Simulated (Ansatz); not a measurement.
Level of theory: PBE-D3(BJ)/def2-SVP in Ansatz (an electronic-structure program). No frequencies were computed at this level.

Ansatz 0.2 input:
```yaml
crystal:
  periodic: [false, false, false]
  atoms:
    - { symbol: Zr, position_ang: [0.063778, 0.034112, 0.093262] }
    - { symbol: C, position_ang: [-0.532625, 1.15695, -1.778024] }
    - { symbol: H, position_ang: [-1.625553, 1.206536, -1.919174] }
    - { symbol: H, position_ang: [-0.093072, 0.727485, -2.694046] }
    - { symbol: H, position_ang: [-0.156798, 2.196741, -1.677151] }
    - { symbol: C, position_ang: [-0.873288, -1.959823, -0.420713] }
    - { symbol: H, position_ang: [-0.426701, -2.425319, -1.315773] }
    - { symbol: H, position_ang: [-1.962569, -1.893212, -0.582827] }
    - { symbol: H, position_ang: [-0.69978, -2.641794, 0.438193] }
    - { symbol: H, position_ang: [1.910346, -0.169942, 0.088836] }
    - { symbol: H, position_ang: [-0.863467, 0.760873, 1.52982] }
basis:
  gaussian: { orbitals: def2-svp }
hamiltonian:
  xc: pbe
  dispersion: d3bj
relax:
  max_steps: 150
```

Output:

```
[...]
these checks for a lower state are left out or cut short: starts, cluster_reference, orbital_swaps, neighbouring_geometries, increment
1058 factors; their error is unknown
mean field -3478.55459346 eV, -127.8345234607 hartree, gradient 1.7e-5 eV, S^2 0.000000; 0 other end points of the search recorded, 0 dependent functions left out
reference -3478.55467130 eV, -127.8345263212 hartree; 16, 16 occupied and 83, 83 virtual orbitals, 1058 factors
relax step   9: F+E_penalty+E_count = -3478.74047621 eV  Δ(F+E_penalty+E_count) = -1.828e-3 eV  max|allowed force component| = 1.309e-1 eV/Å  Δτ_max = 0.0779 Å  (29 SCF iters, accepted)
these checks for a lower state are left out or cut short: starts, cluster_reference, orbital_swaps, neighbouring_geometries, increment
1058 factors; their error is unknown
mean field -3478.55416805 eV, -127.8345078271 hartree, gradient 1.6e-5 eV, S^2 0.000000; 0 other end points of the search recorded, 0 dependent functions left out
reference -3478.55424600 eV, -127.8345106918 hartree; 16, 16 occupied and 83, 83 virtual orbitals, 1058 factors
relax step  10: F+E_penalty+E_count = -3478.73993468 eV  Δ(F+E_penalty+E_count) = +5.415e-4 eV  max|allowed force component| = 3.496e-1 eV/Å  Δτ_max = 0.1203 Å  (29 SCF iters, rejected (line search))
these checks for a lower state are left out or cut short: starts, cluster_reference, orbital_swaps, neighbouring_geometries, increment
1058 factors; their error is unknown
mean field -3478.55903804 eV, -127.8346867960 hartree, gradient 1.7e-5 eV, S^2 0.000000; 0 other end points of the search recorded, 0 dependent functions left out
reference -3478.55911587 eV, -127.8346896563 hartree; 16, 16 occupied and 83, 83 virtual orbitals, 1058 factors
relax step  11: F+E_penalty+E_count = -3478.74501450 eV  Δ(F+E_penalty+E_count) = -4.538e-3 eV  max|allowed force component| = 6.985e-2 eV/Å  Δτ_max = 0.0601 Å  (29 SCF iters, accepted)
these checks for a lower state are left out or cut short: starts, cluster_reference, orbital_swaps, neighbouring_geometries, increment
1058 factors; their error is unknown
mean field evaluation 96: about -3478.5640 eV, gradient 1.3e-3 eV
mean field -3478.56404908 eV, -127.8348709484 hartree, gradient 1.6e-5 eV, S^2 0.000000; 0 other end points of the search recorded, 0 dependent functions left out
reference -3478.56412696 eV, -127.8348738103 hartree; 16, 16 occupied and 83, 83 virtual orbitals, 1058 factors
relax step  12: F+E_penalty+E_count = -3478.75017268 eV  Δ(F+E_penalty+E_count) = -5.158e-3 eV  max|allowed force component| = 6.065e-2 eV/Å  Δτ_max = 0.0716 Å  (29 SCF iters, accepted)
these checks for a lower state are left out or cut short: starts, cluster_reference, orbital_swaps, neighbouring_geometries, increment
1058 factors; their error is unknown
mean field -3478.56970177 eV, -127.8350786808 hartree, gradient 1.9e-5 eV, S^2 0.000000; 0 other end points of the search recorded, 0 dependent functions left out
reference -3478.56977971 eV, -127.8350815452 hartree; 16, 16 occupied and 83, 83 virtual orbitals, 1058 factors
relax step  13: F+E_penalty+E_count = -3478.75594540 eV  Δ(F+E_penalty+E_count) = -5.773e-3 eV  max|allowed force component| = 1.791e-1 eV/Å  Δτ_max = 0.1097 Å  (28 SCF iters, accepted)
these checks for a lower state are left out or cut short: starts, cluster_reference, orbital_swaps, neighbouring_geometries, increment
1058 factors; their error is unknown
mean field -3478.56605163 eV, -127.8349445406 hartree, gradient 1.6e-5 eV, S^2 0.000000; 0 other end points of the search recorded, 0 dependent functions left out
reference -3478.56612968 eV, -127.8349474089 hartree; 16, 16 occupied and 83, 83 virtual orbitals, 1058 factors
relax step  14: F+E_penalty+E_count = -3478.75181017 eV  Δ(F+E_penalty+E_count) = +4.135e-3 eV  max|allowed force component| = 3.457e-1 eV/Å  Δτ_max = 0.1648 Å  (28 SCF iters, rejected (line search))
these checks for a lower state are left out or cut short: starts, cluster_reference, orbital_swaps, neighbouring_geometries, increment
1058 factors; their error is unknown
mean field -3478.58088609 eV, -127.8354896971 hartree, gradient 1.8e-5 eV, S^2 0.000000; 0 other end points of the search recorded, 0 dependent functions left out
reference -3478.58096403 eV, -127.8354925614 hartree; 16, 16 occupied and 83, 83 virtual orbitals, 1058 factors
relax step  15: F+E_penalty+E_count = -3478.76697567 eV  Δ(F+E_penalty+E_count) = -1.103e-2 eV  max|allowed force component| = 6.786e-2 eV/Å  Δτ_max = 0.0824 Å  (28 SCF iters, accepted)
these checks for a lower state are left out or cut short: starts, cluster_reference, orbital_swaps, neighbouring_geometries, increment
1058 factors; their error is unknown
mean field -3478.58857085 eV, -127.8357721067 hartree, gradient 1.6e-5 eV, S^2 0.000000; 0 other end points of the search recorded, 0 dependent functions left out
reference -3478.58864880 eV, -127.8357749712 hartree; 16, 16 occupied and 83, 83 virtual orbitals, 1058 factors
relax step  16: F+E_penalty+E_count = -3478.77462112 eV  Δ(F+E_penalty+E_count) = -7.645e-3 eV  max|allowed force component| = 9.619e-2 eV/Å  Δτ_max = 0.0823 Å  (29 SCF iters, accepted)
these checks for a lower state are left out or cut short: starts, cluster_reference, orbital_swaps, neighbouring_geometries, increment
1058 factors; their error is unknown
mean field evaluation 128: about -3478.6309 eV, gradient 9.5e-2 eV
mean field -3478.59587746 eV, -127.8360406196 hartree, gradient 1.8e-5 eV, S^2 0.000000; 0 other end points of the search recorded, 0 dependent functions left out
reference -3478.59595521 eV, -127.8360434770 hartree; 16, 16 occupied and 83, 83 virtual orbitals, 1058 factors
relax step  17: F+E_penalty+E_count = -3478.78188726 eV  Δ(F+E_penalty+E_count) = -7.266e-3 eV  max|allowed force component| = 2.291e-1 eV/Å  Δτ_max = 0.1234 Å  (27 SCF iters, accepted)
these checks for a lower state are left out or cut short: starts, cluster_reference, orbital_swaps, neighbouring_geometries, increment
1058 factors; their error is unknown
mean field -3478.60290660 eV, -127.8362989359 hartree, gradient 1.6e-5 eV, S^2 0.000000; 0 other end points of the search recorded, 0 dependent functions left out
reference -3478.60298413 eV, -127.8363017850 hartree; 16, 16 occupied and 83, 83 virtual orbitals, 1058 factors
relax step  18: F+E_penalty+E_count = -3478.78868889 eV  Δ(F+E_penalty+E_count) = -6.802e-3 eV  max|allowed force component| = 2.500e-1 eV/Å  Δτ_max = 0.1160 Å  (28 SCF iters, accepted)
these checks for a lower state are left out or cut short: starts, cluster_reference, orbital_swaps, neighbouring_geometries, increment
1058 factors; their error is unknown
mean field -3478.60979666 eV, -127.8365521407 hartree, gradient 1.6e-5 eV, S^2 0.000000; 0 other end points of the search recorded, 0 dependent functions left out
reference -3478.60987397 eV, -127.8365549819 hartree; 16, 16 occupied and 83, 83 virtual orbitals, 1058 factors
relax step  19: F+E_penalty+E_count = -3478.79582739 eV  Δ(F+E_penalty+E_count) = -7.139e-3 eV  max|allowed force component| = 1.492e-1 eV/Å  Δτ_max = 0.1013 Å  (30 SCF iters, accepted)
these checks for a lower state are left out or cut short: starts, cluster_reference, orbital_swaps, neighbouring_geometries, increment
1058 factors; their error is unknown
mean field -3478.61482736 eV, -127.8367370155 hartree, gradient 1.5e-5 eV, S^2 0.000000; 0 other end points of the search recorded, 0 dependent functions left out
reference -3478.61490470 eV, -127.8367398579 hartree; 16, 16 occupied and 83, 83 virtual orbitals, 1058 factors
relax step  20: F+E_penalty+E_count = -3478.80090609 eV  Δ(F+E_penalty+E_count) = -5.079e-3 eV  max|allowed force component| = 2.896e-2 eV/Å  Δτ_max = 0.0841 Å  (30 SCF iters, accepted)
these checks for a lower state are left out or cut short: starts, cluster_reference, orbital_swaps, neighbouring_geometries, increment
1058 factors; their error is unknown
mean field evaluation 160: about -3478.6139 eV, gradient 1.5e-5 eV
mean field -3478.61391395 eV, -127.8367034484 hartree, gradient 1.5e-5 eV, S^2 0.000000; 0 other end points of the search recorded, 0 dependent functions left out
reference -3478.61399121 eV, -127.8367062877 hartree; 16, 16 occupied and 83, 83 virtual orbitals, 1058 factors
relax step  21: F+E_penalty+E_count = -3478.79919016 eV  Δ(F+E_penalty+E_count) = +1.716e-3 eV  max|allowed force component| = 1.592e-1 eV/Å  Δτ_max = 0.0228 Å  (30 SCF iters, rejected (line search))
these checks for a lower state are left out or cut short: starts, cluster_reference, orbital_swaps, neighbouring_geometries, increment
1058 factors; their error is unknown
mean field -3478.61532911 eV, -127.8367554546 hartree, gradient 1.5e-5 eV, S^2 0.000000; 0 other end points of the search recorded, 0 dependent functions left out
reference -3478.61540645 eV, -127.8367582970 hartree; 16, 16 occupied and 83, 83 virtual orbitals, 1058 factors
relax step  22: F+E_penalty+E_count = -3478.80130121 eV  Δ(F+E_penalty+E_count) = -3.951e-4 eV  max|allowed force component| = 8.259e-3 eV/Å  Δτ_max = 0.0111 Å  (29 SCF iters, accepted)
these checks for a lower state are left out or cut short: starts, cluster_reference, orbital_swaps, neighbouring_geometries, increment
1058 factors; their error is unknown
mean field -3478.61649983 eV, -127.8367984777 hartree, gradient 1.5e-5 eV, S^2 0.000000; 0 other end points of the search recorded, 0 dependent functions left out
reference -3478.61657728 eV, -127.8368013241 hartree; 16, 16 occupied and 83, 83 virtual orbitals, 1058 factors
relax step  23: F+E_penalty+E_count = -3478.80227682 eV  Δ(F+E_penalty+E_count) = -9.756e-4 eV  max|allowed force component| = 7.901e-2 eV/Å  Δτ_max = 0.0841 Å  (29 SCF iters, accepted)
these checks for a lower state are left out or cut short: starts, cluster_reference, orbital_swaps, neighbouring_geometries, increment
1058 factors; their error is unknown
mean field -3478.61704616 eV, -127.8368185552 hartree, gradient 1.5e-5 eV, S^2 0.000000; 0 other end points of the search recorded, 0 dependent functions left out
reference -3478.61712359 eV, -127.8368214007 hartree; 16, 16 occupied and 83, 83 virtual orbitals, 1058 factors
relax step  24: F+E_penalty+E_count = -3478.80286927 eV  Δ(F+E_penalty+E_count) = -5.925e-4 eV  max|allowed force component| = 2.039e-2 eV/Å  Δτ_max = 0.0236 Å  (29 SCF iters, accepted)
these checks for a lower state are left out or cut short: starts, cluster_reference, orbital_swaps, neighbouring_geometries, increment
1058 factors; their error is unknown
mean field -3478.61424557 eV, -127.8367156354 hartree, gradient 1.5e-5 eV, S^2 0.000000; 0 other end points of the search recorded, 0 dependent functions left out
reference -3478.61432295 eV, -127.8367184790 hartree; 16, 16 occupied and 83, 83 virtual orbitals, 1058 factors
relax step  25: F+E_penalty+E_count = -3478.80037397 eV  Δ(F+E_penalty+E_count) = +2.495e-3 eV  max|allowed force component| = 1.591e-1 eV/Å  Δτ_max = 0.0194 Å  (31 SCF iters, rejected (line search))
these checks for a lower state are left out or cut short: starts, cluster_reference, orbital_swaps, neighbouring_geometries, increment
1058 factors; their error is unknown
mean field evaluation 192: about -3478.6170 eV, gradient 1.8e-1 eV
mean field -3478.61711865 eV, -127.8368212191 hartree, gradient 1.5e-5 eV, S^2 0.000000; 0 other end points of the search recorded, 0 dependent functions left out
reference -3478.61719607 eV, -127.8368240640 hartree; 16, 16 occupied and 83, 83 virtual orbitals, 1058 factors
relax step  26: F+E_penalty+E_count = -3478.80296901 eV  Δ(F+E_penalty+E_count) = -9.974e-5 eV  max|allowed force component| = 2.232e-3 eV/Å  Δτ_max = 0.0097 Å  (31 SCF iters, accepted)
these checks for a lower state are left out or cut short: starts, cluster_reference, orbital_swaps, neighbouring_geometries, increment
1058 factors; their error is unknown
mean field -3478.61715110 eV, -127.8368224115 hartree, gradient 1.5e-5 eV, S^2 0.000000; 0 other end points of the search recorded, 0 dependent functions left out
reference -3478.61722851 eV, -127.8368252565 hartree; 16, 16 occupied and 83, 83 virtual orbitals, 1058 factors
relax step  27: F+E_penalty+E_count = -3478.80300565 eV  Δ(F+E_penalty+E_count) = -3.664e-5 eV  max|allowed force component| = 4.094e-3 eV/Å  Δτ_max = 0.0154 Å  (30 SCF iters, accepted)
1058 factors; their error is unknown
mean field evaluation 224: about -3478.6172 eV, gradient 3.0e-5 eV
mean field -3478.61715110 eV, -127.8368224115 hartree, gradient 2.0e-5 eV, S^2 0.000000; 1 other end points of the search recorded, 0 dependent functions left out
reference -3478.61722851 eV, -127.8368252565 hartree; 16, 16 occupied and 83, 83 virtual orbitals, 1058 factors
Total energy: -3478.80308307 eV, -127.8436552853 hartree
Atom 0 at     0.113489    -0.100145    -0.205960 Å, force    -0.000738     0.000258     0.002192 eV/Å
Atom 1 at    -0.608592     1.276035    -1.745800 Å, force     0.000460     0.004093    -0.000805 eV/Å
Atom 2 at    -1.420156     0.890045    -2.400058 Å, force     0.000726     0.000222    -0.000093 eV/Å
Atom 3 at     0.258472     1.559295    -2.389234 Å, force    -0.002246    -0.000555     0.001087 eV/Å
Atom 4 at    -0.974249     2.200855    -1.238750 Å, force     0.000954    -0.003656    -0.001462 eV/Å
Atom 5 at    -0.962026    -2.002235    -0.314634 Å, force     0.000272    -0.002865     0.000571 eV/Å
Atom 6 at    -0.211950    -2.813312    -0.474503 Å, force    -0.001025     0.001390    -0.000030 eV/Å
Atom 7 at    -1.735349    -2.077729    -1.109560 Å, force    -0.000409     0.000098    -0.000208 eV/Å
Atom 8 at    -1.452274    -2.180070     0.672219 Å, force     0.000556     0.000974    -0.000954 eV/Å
Atom 9 at     1.933755    -0.427675    -0.505411 Å, force     0.001094     0.000066    -0.000399 eV/Å
Atom 10 at    -0.200849     0.667543     1.474094 Å, force     0.000355    -0.000025     0.000101 eV/Å
Dipole moment:    -0.217840    -0.063733    -0.200020 e Å
```

Cost: very roughly 50 core-seconds.
